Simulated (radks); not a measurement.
Calculated with a radial shooting solver on a logarithmic mesh with Libxc functionals: scalar-relativistic Kohn-Sham, PBE, spin-polarised, spherical densities, finite nucleus; open shells are filled with parallel spins first (spin-orbit coupling, left out, can overturn this in heavy ions); Fermi nuclear charge, rms radius of each element as measured or else 0.836 A^(1/3) + 0.57 fm. Response by self-consistent Sternheimer equations with the Hartree and adiabatic LDA kernel, the relativistic mass of each level held fixed and spin-orbit coupling left out. For heavy and open-shell atoms this level of theory can miss by tens of per cent. Rank Pm, Cr2+, Pr3+, Pr+, K, Se+ (NIST ground configurations) by static dipole polarisability, largest first.

Answer. K 281.9, Pm 192.6, Pr+ 96.69, Se+ 14.25, Pr3+ 7.349, Cr2+ 4.709 bohr^3.
